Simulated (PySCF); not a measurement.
**Structure from NMR data**

An unknown has the formula C5H6F2O. Its calculated NMR data are:

¹H NMR (400 MHz, computed): δ 6.22 (m, 1H), 5.16 (t, 1H), 4.43 (m, 2H), 1.80 (m, 2H).

¹³C{¹H} NMR (computed): δ 148.9 (C), 124.6 (CH), 76.9 (CH2), 74.9 (CH), 17.9 (CH2).

[PySCF: geometry: GFN2-xTB; NMR shieldings at PBE0/pcSseg-1/GIAO; fast rotation and ring inversion assumed for equivalent nuclei; gas phase; relativity neglected; one computed conformer]

Chemical shifts δ = σref − σ; ¹H (σref 31.72) and ¹³C (σref 186.93) against TMS, all at this level.

Question: What is the structure?

Answer: 
- The formula gives 2 degrees of unsaturation (1 ring in the answer).
- 5 carbon signals for 5 carbons: no two carbons are equivalent.
- Carbon types of the structure: 1 × C, 2 × CH, 2 × CH2, which accounts for all hydrogens.
- δC 148.9: alkene carbon bearing oxygen; an sp2 carbon further deshielded by the attached heteroatom.
- δC 124.6: sp3 CH bonded to 2 F; 2 electronegative neighbours deshield it.
- δC 76.9: sp3 CH2 bonded to O; the inductive effect lowers its shielding.
- δC 74.9: β carbon of an enol-ether or enamine type C=C; the O or N lone pair pushes π density onto this β carbon and shields it.
- δH 6.22: hydrogen on an sp3 CH bonded to 2 F; its carbon carries F, hence the downfield position.
- δH 5.16: hydrogen on a β carbon of an enol-ether or enamine type C=C; a vinylic proton, deshielded by the sp2 carbon and the C=C anisotropy.
- δH 4.43: hydrogen on an sp3 CH2 bonded to O; its carbon carries O, hence the downfield position.

The compound is SMILES FC(F)COC1=CC1.

The shifts were computed for this structure.

Splittings by ¹⁹F in the carbon and heteronuclear signals aren't shown, as no couplings were computed. Shifts are as computed. Against solution values, carbons near 30 ppm lie about +3 ppm off and those near 130 ppm about +5 ppm. Of 1211 compounds with measured shifts, 218 miss one by over three times the rms of a fit or turn the order of signals round; such compounds aren't used in these exercises. Multiplicities follow the n + 1 count of equivalent neighbours, as no J values were calculated; m marks all less simple cases, F and P coupling included.
